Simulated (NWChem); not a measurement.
MoOCl$_{3}$, doublet; SMILES [O]=[Mo]([Cl])([Cl])[Cl]

All runs: NWChem. Spin-unrestricted. In the optimisation the excess spin sits in a' (Cs, its own frame). The geometry was optimised at PBE0/def2-SVP, spin-unrestricted. Not confirmed as a minimum by frequencies. No stability test was run on the SCF state. def2 effective core potentials on Mo; no spin-orbit coupling.

For level PBE0/def2-TZVP:

highest occupied level (eV): -7.27

**Question.** How do the values read with level PBE0/def2-SVPD instead?

**Answer.** 
| Item | Result |
|---|---|
| highest occupied level (eV) | -7.44 |
